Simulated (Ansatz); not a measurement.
Other settings, tried on [CrO3Cl]- (CrClO₃⁻).

```yaml
crystal:
  periodic: [false, false, false]
  atoms:
    - {symbol: Cr, position_ang: [0.077299, 0.133266, 0.055566]}
    - {symbol: O, position_ang: [0.061669, 0.069999, 1.629158]}
    - {symbol: O, position_ang: [1.548711, 0.096237, -0.504804]}
    - {symbol: O, position_ang: [-0.706443, 1.392064, -0.475107]}
    - {symbol: Cl, position_ang: [-0.981237, -1.691556, -0.704793]}
basis:
  gaussian: {orbitals: "6-31G*"}
total_charge: -1
hamiltonian: {xc: {name: wB97}}
scf: {omitted_lower_state_checks: [starts]}
output: {forces: true}
```

```sh
$ ansatz run in.yaml --threads 4 --pin off --events-out ev --progress --plain --max-ram 3916MiB
```

It prints (some lines left out):

```
Functional definition: wB97
1001 factors; their error is unknown
270 factors; integrals over basis functions are off by at most 3.8e-5 eV
mean field evaluation 1: about -47050.7473 eV, gradient 1.4e2 eV
mean field evaluation 2: about -46593.6701 eV, gradient 5.3e2 eV
mean field evaluation 4: about -47080.7690 eV, gradient 6.9e1 eV
mean field evaluation 8: about -47086.4783 eV, gradient 6.2e-1 eV
mean field evaluation 16: about -47086.4495 eV, gradient 4.2e-3 eV
mean field -47086.44954348 eV, -1730.3951043810 hartree, gradient 4.1e-5 eV, S^2 0.000000; 0 other end points of the search recorded, 0 dependent functions left out
reference -47086.44952546 eV, -1730.3951037189 hartree; 33, 33 occupied and 67, 67 virtual orbitals, 1001 factors
Total energy: -47086.44952546 eV, -1730.3951037189 hartree
Atom 0 at     0.077299     0.133266     0.055566 Å, force     0.151620     0.261189     0.108071 eV/Å
Atom 1 at     0.061669     0.069999     1.629158 Å, force     0.009375     0.025814    -0.413267 eV/Å
Atom 2 at     1.548711     0.096237    -0.504804 Å, force    -0.384763     0.019217     0.152587 eV/Å
Atom 3 at    -0.706443     1.392064    -0.475107 Å, force     0.213239    -0.324429     0.144687 eV/Å
Atom 4 at    -0.981237    -1.691556    -0.704793 Å, force     0.010529     0.018210     0.007921 eV/Å
Dipole moment:    -0.001457    -0.002504    -0.001012 e Å
Checks for a lower state left out: starts
```

It took 3.5 s on 4 threads of Arm Neoverse V1 on a shared host.

The 6-31G sets use Cartesian d functions. The highest occupied level of an anion often lies above zero with these methods, and sets without diffuse functions describe the outer electron poorly. The restricted singlet is unstable towards broken spin symmetry in Hartree–Fock (as tested in another run); at RKS ωB97/6-31G* this wasn't settled.

The dipole of an ion depends on the origin.
